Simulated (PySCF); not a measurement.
F2H5NSSi2, SMILES N[SiH2]S[SiH](F)F. The structure is a stationary point at PBE-D3(BJ)/def2-SVP. This is a generated structure with no PubChem entry under its InChIKey; it may be hypothetical. Other conformers were not sampled.

Problem. Give the equilibrium geometry at PBE-D3(BJ)/def2-SVP (PySCF confirms it by a frequency run) as Cartesian coordinates in Å. (An estimate is asked for; the answer gives what the named calculation found.)

Solution. One answer among several that fit: 
```xyz
11

Si     1.4196     0.3721     0.1383
F      0.4453     1.6107     0.6040
F      1.9456     0.7972    -1.3434
S      0.3058    -1.4233     0.1298
Si    -1.6600    -0.5182    -0.3642
N     -2.4252     0.4249     0.8668
H      2.5939     0.3096     1.0502
H     -2.4951    -1.7283    -0.6431
H     -1.4524     0.3498    -1.5654
H     -1.9490     1.2956     1.1248
H     -2.7651    -0.0543     1.7055
```
Charge 0, spin multiplicity 1.
